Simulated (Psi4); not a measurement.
Internal rotation in CH6GeS, SMILES [GeH3][CH2]S. Scanned: dihedral H4–S1–C2–Ge3; all other coordinates were relaxed at GFN2-xTB. Points at φ and −φ are mirror images. Heavy atoms are numbered in the order of the SMILES S[CH2][GeH3], hydrogens after them in the order of the atoms that carry them; the mirror image has the same energies with the sign of each dihedral reversed.

- PBE/def2-TZVP // GFN2-xTB (Psi4)
- PBE-D3(BJ)/def2-TZVP // GFN2-xTB (Psi4)
- M06-2X/def2-TZVP // GFN2-xTB (Psi4)
- MP2/cc-pVTZ = DF-MP2 (frozen core)/cc-pVTZ // GFN2-xTB run with Psi4

Energies relative to the lowest point of each profile, in kJ/mol; the last columns give the difference from MP2:

```csv
φ / °,PBE/def2-TZVP,PBE-D3(BJ)/def2-TZVP,M06-2X/def2-TZVP,MP2/cc-pVTZ,PBE/def2-TZVP − MP2/cc-pVTZ,PBE-D3(BJ)/def2-TZVP − MP2/cc-pVTZ,M06-2X/def2-TZVP − MP2/cc-pVTZ
-150,4.23,4.61,4.00,3.65,0.58,0.97,0.35
-120,6.81,7.14,7.06,7.13,-0.32,0.02,-0.07
-90,3.76,3.95,4.14,4.24,-0.48,-0.29,-0.10
-60,0.00,0.00,0.00,0.00,0.00,0.00,0.00
-30,1.19,1.10,0.84,0.90,0.29,0.19,-0.07
0,3.21,3.10,2.57,2.97,0.24,0.13,-0.40
30,1.19,1.10,0.84,0.90,0.29,0.19,-0.07
60,0.00,0.00,0.00,0.00,0.00,0.00,0.00
90,3.76,3.95,4.14,4.24,-0.48,-0.29,-0.10
120,6.81,7.14,7.06,7.13,-0.32,0.02,-0.07
150,4.23,4.61,4.00,3.65,0.58,0.97,0.35
180,2.32,2.73,1.93,1.41,0.91,1.32,0.52
```

PBE/def2-TZVP is furthest from MP2/cc-pVTZ at 180 (0.91 kJ/mol, above); its mean absolute difference over the points is 0.37 kJ/mol.

PBE-D3(BJ)/def2-TZVP is furthest from MP2/cc-pVTZ at 180 (1.32 kJ/mol, above); its mean absolute difference over the points is 0.37 kJ/mol.

M06-2X/def2-TZVP is furthest from MP2/cc-pVTZ at 180 (0.52 kJ/mol, above); its mean absolute difference over the points is 0.17 kJ/mol.
